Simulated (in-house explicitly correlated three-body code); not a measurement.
Computed with an exponentially correlated three-body code. Model: two electrons around a point charge, non-relativistic, variational in 260 exponentially correlated functions (energies converged to about 1e-7 hartree, or 1e-8 relative for large Z).

For two electrons in a singlet the Kohn-Sham orbital is the square root of half the density, so the exact Kohn-Sham potential and energy parts follow from the density alone, and exchange is minus half the Hartree energy. The Kohn-Sham level equals minus the binding energy of the second electron.

Command:
```bash
python run_hyl.py task.json out
```
Settings (lengths in bohr, energies in hartree):
```
Z                      3.32
interaction_strength   1
functions              260
states_tried           13
```

Run time, properties included: 15 s on 1 thread of AMD EPYC 9R45 96-Core Processor (Zen 5), with other jobs on the host.

**Converged states only, values per electron or pair.**

Given: nuclear charge 3.32.

```csv
term,mean r (bohr),mean r squared (bohr²),mean inverse r (1/bohr),mean r12 (bohr),mean inverse r12 (1/bohr),mean cosine,mean p1 dot p2 (bohr⁻²),delta r1 (bohr⁻³),delta r12 (bohr⁻³)
1 1S,0.51027,0.35334,3.0079,0.76586,1.767,-0.039535,0.33096,9.4943,0.77782
2 3S,1.3221,2.936,1.9807,2.2604,0.52309,-0.011747,0.020918,6.2168,-
2 1S,1.4399,3.5704,1.9595,2.4794,0.5493,-0.014187,0.025638,6.1561,0.099689
2 3P,1.2385,2.6112,1.961,2.1115,0.58385,-0.057636,-0.41627,5.7408,-
2 1P,1.3219,3.0138,1.9463,2.2358,0.57336,0.014799,0.35197,5.8378,0.016745
3 3S,?,?,?,?,?,?,?,?,-
3 1S,3.0128,17.782,1.7918,5.5973,0.25019,-0.0044462,0.0075539,5.9188,0.029202
3 3P,2.8231,15.7,1.792,5.2265,0.25828,-0.015229,-0.10538,5.8022,-
3 1P,2.9454,17.172,1.7879,5.4602,0.25646,0.0040733,0.10153,5.8273,0.0056585
4 3S,4.9965,51.337,1.736,9.556,0.13965,-0.0014851,0.0023694,5.8673,-
4 1S,5.2338,56.571,1.7337,10.029,0.14202,-0.0018964,0.0031649,5.8633,0.012193
4 3P,?,?,?,?,?,?,?,?,-
4 1P,5.2164,56.628,1.7321,9.9932,0.14454,0.0016637,0.042327,5.8253,0.0024879
```

**Question.** What belongs in the row 3 3S?

**Answer.** mean r (bohr): 2.836; mean r squared (bohr²): 15.607; mean inverse r (1/bohr): 1.7974; mean r12 (bohr): 5.2478; mean inverse r12 (1/bohr): 0.24389; mean cosine: -0.0035543; mean p1 dot p2 (bohr⁻²): 0.0058135; delta r1 (bohr⁻³): 5.9309.

**Question.** What belongs in the row 4 3P?

**Answer.** mean r (bohr): 5.0538; mean r squared (bohr²): 53.039; mean inverse r (1/bohr): 1.7338; mean r12 (bohr): 9.6724; mean inverse r12 (1/bohr): 0.14514; mean cosine: -0.0061521; mean p1 dot p2 (bohr⁻²): -0.041915; delta r1 (bohr⁻³): 5.8153.

**Electric-dipole lines between converged S and P states, rate of the upper state's decay.**

```json
{"s state": "1 1S", "p state": "2 1P", "p minus s (eV)": "79.661", "oscillator strength from s": "0.49303", "rate (1/s)": "4.5254e+10"}
{"s state": "1 1S", "p state": "3 1P", "p minus s (eV)": "89.661", "oscillator strength from s": "0.11715", "rate (1/s)": "1.3622e+10"}
{"s state": "1 1S", "p state": "4 1P", "p minus s (eV)": "93.179", "oscillator strength from s": "0.045943", "rate (1/s)": "5.7696e+09"}
{"s state": "2 1S", "p state": "2 1P", "p minus s (eV)": "1.5222", "oscillator strength from s": "0.18673", "rate (1/s)": "6.2586e+06"}
{"s state": "2 1S", "p state": "3 1P", "p minus s (eV)": "11.522", "oscillator strength from s": "0.27623", "rate (1/s)": "5.3042e+08"}
{"s state": "2 1S", "p state": "4 1P", "p minus s (eV)": "15.04", "oscillator strength from s": "0.076552", "rate (1/s)": "2.5046e+08"}
{"s state": "3 1S", "p state": "2 1P", "p minus s (eV)": "-9.5639", "oscillator strength from s": "-0.087558", "rate (1/s)": "3.4752e+08"}
{"s state": "3 1S", "p state": "3 1P", "p minus s (eV)": "0.43589", "oscillator strength from s": "0.31984", "rate (1/s)": "878960"}
{"s state": "3 1S", "p state": "4 1P", "p minus s (eV)": "3.954", "oscillator strength from s": "0.28772", "rate (1/s)": "6.5062e+07"}
{"s state": "4 1S", "p state": "2 1P", "p minus s (eV)": "-13.336", "oscillator strength from s": "-0.017625", "rate (1/s)": "1.3602e+08"}
{"s state": "4 1S", "p state": "3 1P", "p minus s (eV)": "?", "oscillator strength from s": "?", "rate (1/s)": "?"}
{"s state": "4 1S", "p state": "4 1P", "p minus s (eV)": "0.18148", "oscillator strength from s": "0.44287", "rate (1/s)": "210970"}
{"s state": "2 3S", "p state": "2 3P", "p minus s (eV)": "2.6029", "oscillator strength from s": "0.26975", "rate (1/s)": "2.6435e+07"}
{"s state": "2 3S", "p state": "3 3P", "p minus s (eV)": "13.439", "oscillator strength from s": "0.21237", "rate (1/s)": "5.5477e+08"}
{"s state": "2 3S", "p state": "4 3P", "p minus s (eV)": "17.161", "oscillator strength from s": "0.063126", "rate (1/s)": "2.6888e+08"}
{"s state": "3 3S", "p state": "2 3P", "p minus s (eV)": "-10.154", "oscillator strength from s": "-0.10509", "rate (1/s)": "4.7016e+08"}
{"s state": "3 3S", "p state": "3 3P", "p minus s (eV)": "0.68224", "oscillator strength from s": "0.4496", "rate (1/s)": "3.0268e+06"}
{"s state": "3 3S", "p state": "4 3P", "p minus s (eV)": "4.4038", "oscillator strength from s": "0.2165", "rate (1/s)": "6.0729e+07"}
{"s state": "4 3S", "p state": "2 3P", "p minus s (eV)": "-14.283", "oscillator strength from s": "-0.01978", "rate (1/s)": "1.7509e+08"}
{"s state": "4 3S", "p state": "3 3P", "p minus s (eV)": "?", "oscillator strength from s": "?", "rate (1/s)": "?"}
{"s state": "4 3S", "p state": "4 3P", "p minus s (eV)": "0.27458", "oscillator strength from s": "0.61732", "rate (1/s)": "673190"}
```

**Question.** What belongs in the row 4 1S 3 1P?

**Answer.** p minus s (eV): -3.3366; oscillator strength from s: -0.19079; rate (1/s): 9.2166e+07.

**Question.** What belongs in the row 4 3S 3 3P?

**Answer.** p minus s (eV): -3.4469; oscillator strength from s: -0.23077; rate (1/s): 1.1898e+08.

**Functionals on the exact density and self-consistent, errors are functional minus exact, hybrids only self-consistent, a dash where a self-consistent run leaves the top level unbound.**

```csv
result,exchange error (millihartree),correlation error (millihartree),functional driven error (millihartree),density driven error (millihartree),self consistent total error (millihartree),top level plus exact binding (eV)
PBE,29.837,-1.428,28.409,-1.1666,27.242,17.284
B3LYP VWN-RPA,-,-,-,-,-3.9749,13.202
PBEsol,110.54,-13.566,96.969,-1.2038,95.765,17.956
LDA PW92,?,?,?,?,?,?
OLYP,5.1756,-4.3752,0.80048,-1.4566,-0.65613,17.027
wB97X,-,-,-,-,-11.316,10.583
PBE0,-,-,-,-,20.431,12.695
TPSS,-4.1195,-2.3764,-6.4958,-0.30455,-6.8004,16.062
r2SCAN0,-,-,-,-,?,?
BP86,7.8948,-2.42,5.4749,-0.73844,4.7364,17.113
```

**Question.** What belongs in the row LDA PW92?

**Answer.** exchange error (millihartree): 259.44; correlation error (millihartree): -96.343; functional driven error (millihartree): 163.09; density driven error (millihartree): -2.1416; self consistent total error (millihartree): 160.95; top level plus exact binding (eV): 18.307.

**Question.** What belongs in the row r2SCAN0?

**Answer.** self consistent total error (millihartree): -0.51832; top level plus exact binding (eV): 11.429.

**Density and exact potentials over r, pair density (one pair, times 4 pi r12^2) and exact minus Kohn-Sham pair density over r12.**

| radius (bohr) | radial density (electrons/bohr) | exchange potential (hartree) | intracule density (1/bohr) | Coulomb hole against Kohn-Sham (1/bohr) | correlation potential (hartree) |
| --- | --- | --- | --- | --- | --- |
| 0.0638 | 0.63775 | -2.942 | 0.041114 | -0.01271 | -0.04 |
| 0.0743 | 0.80756 | -2.9215 | 0.055751 | -0.01658 | -0.037 |
| 0.0864 | 1.0092 | -2.8953 | 0.075237 | -0.02141 | -0.033 |
| 0.101 | ? | ? | ? | ? | ? |
| 0.117 | 1.5175 | -2.82 | 0.13615 | -0.03456 | -0.022 |
| 0.136 | 1.8141 | -2.7681 | 0.18146 | -0.04285 | -0.015 |
| 0.158 | 2.1264 | -2.7045 | 0.2399 | -0.05201 | -0.008 |
| 0.184 | 2.4435 | -2.6262 | 0.31552 | -0.06167 | 0 |
| 0.215 | 2.7418 | -2.5304 | 0.41201 | -0.07085 | 0.008 |
| 0.25 | 2.9758 | -2.4215 | 0.52476 | -0.07751 | 0.014 |
| 0.291 | ? | ? | ? | ? | ? |
| 0.338 | 3.1547 | -2.1561 | 0.79517 | -0.0762 | 0.023 |
| 0.393 | 3.0497 | -2.0022 | 0.9348 | -0.06449 | 0.024 |
| 0.458 | 2.799 | -1.8352 | 1.0569 | -0.04426 | 0.023 |
| 0.533 | 2.4247 | -1.6634 | 1.1348 | -0.01805 | 0.021 |
| 0.62 | 1.9656 | -1.4905 | 1.1466 | 0.009445 | 0.016 |
| 0.721 | 1.4765 | -1.3214 | 1.0772 | 0.03185 | 0.012 |
| 0.839 | 1.0134 | -1.1597 | 0.92704 | 0.04359 | 0.008 |
| 0.977 | 0.62566 | -1.0093 | 0.71791 | 0.0425 | 0.005 |
| 1.14 | 0.33915 | -0.87167 | 0.48799 | 0.03147 | 0.003 |
| 1.32 | 0.16575 | -0.75561 | 0.29413 | 0.018 | 0.002 |
| 1.54 | 0.066256 | -0.64878 | 0.1454 | 0.006805 | 0.001 |

**Question.** What belongs in the row 0.101?

**Answer.** radial density (electrons/bohr): 1.2543; exchange potential (hartree): -2.8609; intracule density (1/bohr): 0.10231; Coulomb hole against Kohn-Sham (1/bohr): -0.02758; correlation potential (hartree): -0.028.

**Question.** What belongs in the row 0.291?

**Answer.** radial density (electrons/bohr): 3.124; exchange potential (hartree): -2.2955; intracule density (1/bohr): 0.6555; Coulomb hole against Kohn-Sham (1/bohr): -0.07999; correlation potential (hartree): 0.02.

The density-driven part is never positive, since each functional's own density lowers its energy. Here it is small beside the functional-driven part (median ratio 0.044), the normal case.
